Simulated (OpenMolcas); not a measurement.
## Fe4+: Racah parameters, the spin-orbit constant, worked from levels

| Quantity | Value |
| --- | --- |
| Program | OpenMolcas |
| Basis | ANO-R2 [6s5p4d2f1g] |
| Scalar Hamiltonian | X2C, finite nucleus |
| Active space | 4 electrons in 5 orbitals (3d) |
| State averaging | 2S+1 = 5 even, 5 roots; 2S+1 = 3 even, 45 roots; 2S+1 = 1 even, 50 roots |
| Spin-orbit coupling | state interaction with AMFI integrals over the reference wave functions, term energies averaged over their components |

Methods: CASSCF; MS-CASPT2, IPEA 0.25 Eh, imaginary shift 0.1 Eh (closed shells correlated: 3s 3p). Measured levels: Corliss and Sugar, J. Phys. Chem. Ref. Data 11, 135 (1982).

**Racah parameters.** Above ⁵D, d4 has ³G at 9B + 4C, ³H at 4B + 4C and ³D at 16B + 4C. The first two fix B and C, and the third tests them; where it misses by thousands of cm-1, two parameters do not describe the configuration (Trees and configuration-interaction terms are left out) and B and C hang on the terms chosen. Term energies are centres of gravity, weighted by 2J + 1.

| Source | ³G | ³H | B | C | C/B | ³D from B, C | ³D found |
| --- | --- | --- | --- | --- | --- | --- | --- |
| CASSCF | 33894 | 26768 | 1425 | 5267 | 3.70 | 43868 | 43516 |
| MS-CASPT2 | 29967 | 24906 | 1012 | 5214 | 5.15 | 37048 | 36654 |
| measured | 29390 | 24478 | 982 | 5137 | 5.23 | 36260 | 35945 |

Energies in cm-1. From CASSCF to MS-CASPT2, B changes by -29.0 % and C by -1.0 %. Against the measured terms, MS-CASPT2 has B off by +3.1 % and C by +1.5 %.

**The spin-orbit constant.** For the Hund term ⁵D of d4, E(J) = (A/2) J(J+1) + constant and ζ = 2S·A = 4A. From J = 0 to J = 4 the energy changes by 10 A.

```tsv
Source	E(4) - E(0)	A	ζ
CASSCF	1344.7	134.5	538
MS-CASPT2	1350.3	135.0	540
measured	1282.8	128.3	513
```

All in cm-1. MS-CASPT2 is off by +5.3 % and CASSCF by +4.8 %. Both methods take the spin-orbit matrix elements from the reference wave functions, so the second can move ζ only through the term energies and any multistate remixing. Second-order mixing with other terms is absorbed into this ζ.

CASPT2 breaks the degeneracy within a term, and the mean is taken; among the terms shown or strongly mixed into the levels shown the widest spread is 240 cm-1 (3d⁴ ³H, MS-CASPT2). Without dynamic correlation excited terms often stand tens of per cent too high (terms of higher spin than the ground term too low), and those without a measured partner can miss by more than the paired ones (holds for CASSCF). Computed and measured levels are paired by configuration, term and J; levels that our copy of the source lacks, or whose pairing is in doubt (as where it misses far off the trend of its configuration), stay unpaired and out of the deviations. Only configurations of the active space appear.
